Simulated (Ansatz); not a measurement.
This geometry of CH5AlBN (9 atoms, charge 0, multiplicity 1) is a first-order saddle point.

Computed with Ansatz 0.2.0, RKS PBE0-D4/def2-SVP.

```xyz
9
Properties=species:S:1:pos:R:3
B -0.180 0.940 -1.103
N -0.545 0.375 0.145
C 0.640 -0.665 0.153
Al -0.661 -0.598 1.570
H -0.755 0.628 -2.131
H 0.752 1.726 -1.162
H 0.599 -1.411 -0.656
H 1.643 -0.213 0.239
H -1.404 -0.829 2.928
```

(1) Which two structures does it join? (They come from a converged band through this point; their orientation in space is the band's.)

(2) How far does it lie above each of them?

## Answers

(1) No bond is made or broken. The dihedral H6–B1–N2–C3 goes from -180 to 0°. The two ends are copies of one structure, up to a mirror image or an exchange of like atoms.

Initial state:

```xyz
9
Properties=species:S:1:pos:R:3
B -0.304 1.096 -1.114
N -0.191 0.250 -0.011
C 0.702 -0.966 0.144
Al -0.436 -0.466 1.599
H 0.364 0.898 -2.111
H -1.077 2.032 -1.062
H 0.465 -1.792 -0.544
H 1.779 -0.743 0.121
H -1.214 -0.356 2.960
```

Final state:

```xyz
9
Properties=species:S:1:pos:R:3
B -0.304 1.096 -1.113
N -0.193 0.249 -0.011
C 0.701 -0.966 0.143
Al -0.436 -0.467 1.600
H -1.078 2.031 -1.063
H 0.366 0.899 -2.109
H 0.467 -1.792 -0.545
H 1.778 -0.741 0.122
H -1.214 -0.355 2.961
```

(2) 0.75 eV above the first and 0.75 eV above the second. This is the barrier of this one path; another mechanism may lie lower.

Time of the run: 9.9 min on 1 thread of Intel(R) Xeon(R) Platinum 8259CL CPU @ 2.50GHz (Skylake/Cascade Lake) (shared host), peak memory 0.19 GiB.
